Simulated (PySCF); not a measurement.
PySCF 2.14 output of an unrestricted B97-3 calculation on a single atom or ion in aug-cc-pCVTZ-DK with one added diffuse shell each of s, p, d, f type (9s8p6d4f, 91 functions), with the spin-free X2C one-electron Hamiltonian (Gaussian nucleus):

```
SCF conv_tol = 1e-09
number electrons alpha = 9  beta = 6
    T. W. Keal and D. J. Tozer.,  J. Chem. Phys. 123, 121103 (2005)
cycle= 1 E= -459.36844209027  delta_E= -0.00687  |g|= 0.0165  |ddm|= 0.403
cycle= 2 E= -459.373780745075  delta_E= -0.00534  |g|= 0.0305  |ddm|= 0.565
cycle= 3 E= -459.367820324065  delta_E= 0.00596  |g|= 0.00471  |ddm|= 0.486
cycle= 4 E= -459.367715393638  delta_E= 0.000105  |g|= 0.00181  |ddm|= 0.0808
cycle= 5 E= -459.367704579506  delta_E= 1.08e-05  |g|= 0.000615  |ddm|= 0.021
cycle= 6 E= -459.367704556871  delta_E= 2.26e-08  |g|= 5.88e-05  |ddm|= 0.00527
cycle= 7 E= -459.367704552556  delta_E= 4.32e-09  |g|= 3.07e-05  |ddm|= 0.000332
cycle= 8 E= -459.367704552766  delta_E= -2.1e-10  |g|= 9.32e-06  |ddm|= 0.000323
converged SCF energy = -459.367704552766  <S^2> = 3.7531517  2S+1 = 4.0015755
```

The run itself started from symmetry-adapted Hartree-Fock orbitals and held the occupation by maximum overlap, on a logarithmic radial grid, so the iterations belong to that start.

Which element, charge and spin multiplicity is this?

Cl²⁺ (chlorine, charge +2), multiplicity 4; the state was [Ne] 3s2 3p2 4s1, high-spin 4P determinant (an excited configuration).

The outer electron is Rydberg-like, and this basis confines it to a smaller radius and binds it less than a complete one would.
